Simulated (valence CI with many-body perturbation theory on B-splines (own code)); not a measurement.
Ge9+: calculated level list

Method: valence CI with perturbative core correlation (CI+MBPT): five valence electrons over a frozen Dirac-Fock core [Ar], radial functions for each j: 7 s, 7 p, 8 d, 6 f, 4 g, 1 h, with the one-electron correlation potential Σ1 (screened to all orders), the two-electron term Σ2, the three-electron term Σ3, Breit, model QED; selected single and double excitations, second order for the rest, scaled by the run's own slope (own B-spline code, finite nucleus).

No measured spectrum was set against this ion. As an estimate, terms of the open shell hold to 2 to 4 % of their energy, and close levels can change places. Among the levels kept, up to 1300 cm⁻¹ of a level comes from second order outside the variational space, and about a tenth of that is noise between levels of different J, which matters for small intervals. Excitations out of the core, of the other parity, are not computed and may begin above about 63.8 eV (a cautious bound); beyond it only levels of the ground parity were kept, without lifetimes.

Levels 91 to 99 of 99, with energies above the lowest level, 3d5 6S_5/2. "Leading %" is the weight of the configuration and term that name the level; weights of strongly mixed levels are sums over their largest components and can fall short. In the jj column 3d3/2^4 stands for four electrons in 3d with j = 3/2.

| No. | Configuration | Term | J | E (eV) | Leading % | Second component | Leading jj |
| --- | --- | --- | --- | --- | --- | --- | --- |
| 91 | 3d4.4s | 4P | 1/2 | 108.95 | 97 |  | 3d3/2 3d5/2^3 4s (45 %) |
| 92 | 3d4.4s | 2P | 3/2 | 109.43 | 90 | 8 % 3d4.4s 4P | 3d3/2 3d5/2^3 4s (50 %) |
| 93 | 3d4.4s | 2F | 7/2 | 109.51 | 95 |  | 3d3/2^2 3d5/2^2 4s (57 %) |
| 94 | 3d4.4s | 2F | 5/2 | 109.60 | 98 |  | 3d3/2 3d5/2^3 4s (53 %) |
| 95 | 3d4.4s | 2P | 1/2 | 109.98 | 97 |  | 3d3/2 3d5/2^3 4s (50 %) |
| 96 | 3d4.4s | 2G | 9/2 | 110.66 | 98 |  | 3d3/2 3d5/2^3 4s (60 %) |
| 97 | 3d4.4s | 2G | 7/2 | 110.68 | 96 |  | 3d3/2 3d5/2^3 4s (65 %) |
| 98 | 3d4.4s | 2D | 5/2 | 115.50 | 99 |  | 3d3/2^2 3d5/2^2 4s (59 %) |
| 99 | 3d4.4s | 2D | 3/2 | 115.51 | 99 |  | 3d3/2^2 3d5/2^2 4s (59 %) |
